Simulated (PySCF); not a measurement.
Species: CH10GeOSi2.
Numbering: `[CH3:1][SiH2:2][Si@H:3]([OH:4])[GeH3:5]`

A calculation gives these core lines: C 1s: 290.14 eV; O 1s: 538.29 eV; Si 1s: 1845.88 (area 1), 1846.50 (area 1) eV; Si 2p3/2: 106.16 (area 1), 106.71 (area 1) eV.

The calculation used PySCF 2.14.0, delta-SCF UKS SCAN, pcX-2 on the ionised atom, pcseg-1 elsewhere, spin-free X2C. Geometry: PBE0-D3(BJ)/def2-SVP, one conformer, isolated molecule.

**Question.** Order the silicon atoms by Si 1s binding energy.

**Answer.** 1845.88 eV: Si2 (SiH2 silicon); 1846.50 eV: Si3 (oxygen-bound silicon). Lowest listed Si 1s: Si2, bonded to C, 2 H and Si. Highest, 0.62 eV above it: Si3, bonded to O, H, Ge and Si.

**Question.** Order the silicon atoms by Si 2p3/2 binding energy.

**Answer.** 106.16 eV: Si2 (SiH2 silicon); 106.71 eV: Si3 (oxygen-bound silicon). The listed Si 2p3/2 values span 0.55 eV, from Si2 (bonded to C, 2 H and Si) to Si3 (bonded to O, H, Ge and Si). Summing the Pauling electronegativity differences to the bonded atoms, each weighted by its formal bond order, gives +1.25 for the lowest site and +1.95 for the highest.

Bonded neighbours of each site: C1: 3 H and Si; Si2: C, 2 H and Si; Si3: O, H, Ge and Si; O4: H and Si.

**Question.** What is the longest wavelength that can ionise Si 2p3/2 of Si3 vertically?

**Answer.** λ = hc/E = 12398.42 eV Å / 106.71 eV = 116.188 Å.

Spin–orbit and ligand-field terms were added within each 2p shell after the spin-free SCF. 2p1/2 minus 2p3/2 (ligand field included): Si 0.62 eV. No level of germanium is listed.

Shape of the structure used: `[CH3:1][SiH2:2][Si@H:3]([OH:4])[GeH3:5]`: C1–Si2–Si3–O4 -46°, H–O4–Si3–Si2 -176°.
